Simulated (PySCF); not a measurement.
Structure with atom numbers: `[F:1][CH2:2]/[C:3]([F:4])=[C:5](\[F:6])[SiH3:7]` (H(Xn): hydrogen on atom n).

Geometry: PBE0-D3(BJ)/def2-SVP; GIAO shifts from PySCF 2.14.0 with density-fitted response routines, gas phase, non-relativistic, averaged over equivalent atoms.

At PBE0/aug-cc-pVDZ (210 basis functions, 25 s wall time on 1 thread of an Arm Neoverse V1, shared host):
| atoms | δ (ppm) |
| --- | --- |
| F4 | -144.0 |
| F6 | -155.9 |
| F1 | -230.9 |
| C3 | 161.6 |
| C5 | 150.8 |
| C2 | 69.7 |
| Si7 | -78.8 |
| H(C2) | 5.11 |
| H(Si7) | 4.40 |

Referencing at the same level of theory: 19F (σ = 194.15 ppm) vs CFCl3; 13C (σ = 195.12 ppm) and 29Si (σ = 416.72 ppm) and 1H (σ = 31.39 ppm) against TMS.

What do these become at PBE0/IGLO-III?

Answers


```
 atoms  δ at PBE0/IGLO-III  change
    F4              -149.4    -5.4
    F6              -164.3    -8.4
    F1              -247.6   -16.7
    C3               174.3   +12.7
    C5               162.9   +12.1
    C2                74.6    +4.9
   Si7               -86.1    -7.3
 H(C2)                5.06   -0.05
H(Si7)                4.45   +0.05
```

References, each an isolated molecule treated in the same way: 19F (174.63 ppm) against CFCl3; TMS for 13C (183.78 ppm), 29Si (345.34 ppm), 1H (31.37 ppm).

The largest change is at F1 (fluorine on an sp3 carbon). Cost: 304 basis functions, 41 s wall time on 1 thread of an Arm Neoverse V1, shared host. The order of the carbon signals is the same at both levels.

Unscaled 19F shifts against computed CFCl3 carry errors that often reach 10 to 50 ppm.
